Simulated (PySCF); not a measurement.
Precursor series Zn NH2-SH. All species are isolated molecules in the gas phase. One relaxed conformer stands for each flexible species; it need not be the lowest.

The LUMO from two functionals at the same geometries (TPSS-D3(BJ)/def2-SVP), both in PySCF: PBE-D3(BJ)/def2-TZVP and TPSSh-D3(BJ)/def2-TZVP. 

| species | PBE-D3(BJ)/def2-TZVP (eV) | TPSSh-D3(BJ)/def2-TZVP (eV) |
|---|---|---|
| 0 of 2 NH2 replaced by SH ([Zn(NH2)2]) | -1.21 | -0.73 |
| 1 of 2 NH2 replaced by SH ([Zn(NH2)(SH)]) | -1.57 | -1.08 |
| 2 of 2 NH2 replaced by SH ([Zn(SH)2]) | -1.90 | -1.40 |

Over these rows, drawn at random from the members with no instability flagged (it was tested for open shells, ions and some series alone), PBE minus TPSSh-D3(BJ): mean -0.49 eV, from -0.50 eV to -0.48 eV.
